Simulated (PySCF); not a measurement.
How methods differ on the excitation energy of Bi(2+)

Bi(2+) [Xe] 4f14 5d10 6s2 6p1 (2P) → Bi(2+) [Xe] 4f14 5d10 6s1 6p1 6d1 (high-spin determinant), as a difference of total energies. Calculation: PySCF 2.14, in aug-cc-pVTZ-DK3 (9s8p6d3f, 84 functions); scalar relativity by spin-free X2C-1e. Correlated levels: valence: [Xe] 4f14 5d10 frozen. The calculations carry no spin-orbit coupling.

```
           method  excitation energy (eV)
              UHF                  19.835
              LDA                  21.554
              PBE                  21.076
             PBE0                  20.978
           r2SCAN                  21.102
        BHandHLYP                  21.144
           M06-2X                  21.139
    MP2 (valence)                  20.347
SCS-MP2 (valence)                  20.617
```

Problem. How much does correlation contribute at MP2 (valence)?

Solution. 20.347 − (19.835) = 0.512 eV, measured against UHF.

A first-order spin-orbit estimate (lowest level to lowest level, LS coupling) adds 0.228 eV.

The promoted electron is Rydberg-like, and one or two diffuse shells describe it only roughly, which tends to raise the upper state.

The determinant of the upper state mixes LS terms, which raises its energy above the lowest term, most at the Hartree-Fock and MP2 levels.
